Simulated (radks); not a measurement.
Results of a calculation; reference values are marked as such.
Task: The zirconium ion Zr4+ is in [Kr]. Code: a radial shooting solver on a logarithmic mesh with Libxc functionals. Model: Dirac Kohn-Sham, PBE, spin-unpolarised, spherical densities, finite nucleus; Fermi nuclear charge, rms radius of each element as measured or else 0.836 A^(1/3) + 0.57 fm. Sub-shells are occupied by j as written (lower j first in brackets). One electron is removed from 4p1/2, 3d5/2, 4p3/2, 4s1/2 in turn, with full relaxation. Which removal costs least, and what does each cost?

Result: 4p3/2 80.292 eV; 4p1/2 82.348 eV; 4s1/2 104.39 eV; 3d5/2 235.22 eV. The 4p3/2 electron leaves first.
